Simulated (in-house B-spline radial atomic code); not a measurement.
A fraction x of an electron is removed from 4p in Rb V (Rb4+), starting from [Ar] 3d10 4s2 4p3 and keeping the highest spin. All numbers are computed (scalar-relativistic (X2C) HSE06, spin-polarised, spherical fractional occupations; Fermi nucleus of rms radius 4.2036 fm) with a B-spline radial code for spherical atoms, not measured.

Caution: exact exchange at fractional occupations of open shells leaves self-interaction of up to several eV.

```csv
x,E(x) - E(0) (eV),4p up level (eV)
0,0.0000,-63.638
0.03,1.9150,-64.027
0.19,12.3259,-66.111
0.26,16.9857,-67.026
0.42,27.8776,-69.124
0.5,33.4497,-70.178
0.52,34.8559,-70.442
0.69,47.0219,-72.690
0.8,55.0982,-74.150
0.97,67.8962,-76.417
1,70.1947,-76.818
```

The exact functional would give a straight line between the two integer points. Deviations E(x) - E(0) - x[E(1) - E(0)], in eV: -0.191 at x = 0.03, -1.011 at x = 0.19, -1.265 at x = 0.26, -1.604 at x = 0.42, -1.648 at x = 0.5, -1.645 at x = 0.52, -1.412 at x = 0.69, -1.058 at x = 0.8, -0.193 at x = 0.97.

The curve lies below the straight line by up to 1.648 eV (at x = 0.5): convex, the delocalisation error, to which spherically averaged exact exchange adds.

(1) How well does Slater's transition state (minus the level at half occupation) give the ionisation energy?

Answers

(1) It gives 70.178 eV against 70.195 eV from the two total energies; NIST lists 68.44 eV, ground level to ground level. The end point has an open shell averaged over its orbitals, so its exact exchange keeps a self-interaction and this is no true integer point.
